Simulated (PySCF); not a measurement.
Isomers of C2H5N. Isolated molecules, 0 K electronic values unless said otherwise. One relaxed conformer stands for each flexible species; it need not be the lowest. Strings in code marks are SMILES.

These are PySCF with PBE-D3(BJ)/def2-TZVP // PBE0-D3(BJ)/def2-TZVP values and carry that method's errors. Excitations are Tamm–Dancoff values on a coarser integration grid. The basis has no diffuse functions, so Rydberg states are missing or too high.

```json
[
 {"species": "`C=CN`", "T1 excitation (TDA) (eV)": "4.13", "brightest of the four lowest singlets (TDA) (eV)": "6.94", "HOMO (eV)": "-4.84", "S1 oscillator strength": "0.006", "S1 excitation (TDA) (eV)": "5.27"},
 {"species": "`C=NC`", "T1 excitation (TDA) (eV)": "3.99", "brightest of the four lowest singlets (TDA) (eV)": "7.59", "HOMO (eV)": "-5.86", "S1 oscillator strength": "0.002", "S1 excitation (TDA) (eV)": "4.88"},
 {"species": "`N(=C/C)/[H]`", "T1 excitation (TDA) (eV)": "4.41", "brightest of the four lowest singlets (TDA) (eV)": "7.41", "HOMO (eV)": "-6.01", "S1 oscillator strength": "0.004", "S1 excitation (TDA) (eV)": "5.35"}
]
```
